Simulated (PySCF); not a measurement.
Job for PySCF: R-MP2/6-31G* on NH3 (SMILES N) with ghost functions.

```python
from pyscf import gto, scf, dft, mp
from pyscf.data.elements import chemcore

mol = gto.M(
    atom='''
    N    -0.08041426    0.07487242    3.46588478
    H    -0.90296206   -0.51534139    3.40895810
    H     0.61923088   -0.42665791    4.00085435
    H    -0.33352035    0.90198183    3.99415276
    ghost-N   -0.20289106   -0.03619853    0.25073189
    ghost-H    0.01978596    0.13166488    1.23082627
    ghost-H    0.61315511   -0.45501647   -0.18129993
    ghost-H   -0.33970917    0.86601874   -0.19108999
    ''',
    basis='6-31g*',
    cart=True,
    charge=0, spin=0, verbose=3, max_memory=1800)
mf = scf.RHF(mol)
mf.conv_tol = 1e-8
mf.max_cycle = 100
mf.kernel()
if not mf.converged:
    mf = mf.newton().run(mf.mo_coeff, mf.mo_occ)
pt = mp.MP2(mf, frozen=chemcore(mol)).run()
```

Output:

```
converged SCF energy = -56.1847673673036
E(RMP2) = -56.3558565088321  E_corr = -0.171089141528535
E(SCS-RMP2) = -56.3555539385313  E_corr = -0.170786571227757
```

The run converged.

Cost: very roughly 0.25 core-seconds.
